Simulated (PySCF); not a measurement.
Xenon: a sound run and one with changed settings

Sound run: Xe⁺ [Kr] 4d10 5s2 5p5, Xe²⁺ [Kr] 4d10 5s2 5p4. Calculation: PySCF 2.14, in x2c-SVPall (6s5p3d, 36 functions); scalar relativity by spin-free X2C-1e. The sound run starts from symmetry-adapted Hartree-Fock orbitals and uses a fine grid where one is needed.

Changed run: radial step 1.2 in ln r (0.13 in the sound run). This setting is unsound on purpose.

```
species  method  sound run (hartree)  changed run (hartree)  converged
    Xe⁺     UHF          -7442.23904            -7442.23904        yes
    Xe⁺     PBE          -7444.73413            -7461.35144        yes
    Xe⁺     LDA          -7438.47838            -7457.16403        yes
   Xe²⁺     UHF          -7441.49504            -7441.49504        yes
   Xe²⁺     PBE          -7443.95508            -7460.33676        yes
   Xe²⁺     LDA          -7437.68712            -7456.13768        yes
```

Ionisation energy of Xe⁺:

```csv
method,sound run (eV),changed run (eV)
UHF,20.245,20.245
PBE,21.199,27.611
LDA,21.531,27.928
```

A coarse radial grid mis-integrates the density and the exchange-correlation energy, with errors of either sign; Hartree-Fock needs no grid.

For comparison, NIST gives 20.975 eV between the lowest levels.
